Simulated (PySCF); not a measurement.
SMILES [F][Ge]([F])[F], doublet, B3LYP/def2-SVP optimised geometry.

```
4

F      1.11    -0.83     0.00
Ge    -0.62    -0.83     0.00
F     -1.11    -1.49     1.53
F     -1.11     0.83     0.00
```

Density from unrestricted B3LYP/def2-TZVP run with PySCF at that geometry.

Minimum of the electron density along straight lines between bonded atoms, close to the bond critical point (lines longer than 1.1 times the sum of covalent radii, or with two minima, are not listed):

```
bond    length / Å  ρ at the minimum / e bohr⁻³  ∇²ρ there / e bohr⁻⁵  position (fraction from the first atom)
------  ----------  ---------------------------  --------------------  ---------------------------------------
F1–Ge2       1.738                        0.142                  0.78                                     0.52
Ge2–F3       1.738                        0.142                  0.78                                     0.48
Ge2–F4       1.738                        0.142                  0.78                                     0.48
```
